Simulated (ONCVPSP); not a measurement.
## Building the ONCV potential for Cu (LDA (Perdew-Wang 92), scalar-relativistic).

```json
{"Element": "Cu (Z = 29)", "Generator": "ONCVPSP 4.0.1", "Type": "optimised norm-conserving Vanderbilt (ONCV)", "Functional": "LDA (Perdew-Wang 92)", "Relativity": "scalar-relativistic", "Frozen core": "[Ar]", "Valence charge": "11", "Reference configuration": "3d10 4s1", "Partial waves": "4s: rc 2.15 bohr, ncon 4, nbas 8, qcut 3.1 1/bohr, 1 projector; p scattering state at 0.21 Ha: rc 2.10 bohr, ncon 5, nbas 10, qcut 4.2 1/bohr, 1 projector; 3d: rc 1.30 bohr, ncon 3, nbas 8, qcut 11.4 1/bohr, 2 projectors, debl 2.6 Ha", "Local potential": "polynomial inside 1.25 bohr (lpopt 5, dvloc0 0 Ha)", "Core correction": "Teter function, fcfact 4.25, rcfact 1.35"}
```

All-electron outer shells of the reference configuration (LDA (PZ), scalar-relativistic, ld1.x):

```
shell  level (eV)  outermost node (bohr)  outermost maximum (bohr)
   3p      -72.03                   0.26                      0.62
   3d       -5.32                      –                      0.60
   4s       -4.87                   0.89                      2.24
```

Question: Does the generator finish with these settings?

Answer: Yes, a potential is produced and its reference levels are reproduced.

Question: Estimate the cutoffs (Ha) at which the residual kinetic energy of the hardest occupied pseudo-wave falls to 1 and 0.1 mHa per electron.

Answer: 53 Ha and 59 Ha.

Question: What does a ghost test show?

Answer: Ghosts flagged at negative energy: s at -21.9 eV; no localised positive-energy state flagged. A true bound ghost makes a file unfit for plane-wave use.

Question: Which valence shell sets the plane-wave cutoff?

Answer: 3d: 53 Ha for 1 mHa per electron, against 5 Ha for 4s.

Its largest configuration-test error is -75 meV (3d9 4s2). 2 of 4 tests not solved or not reliable.
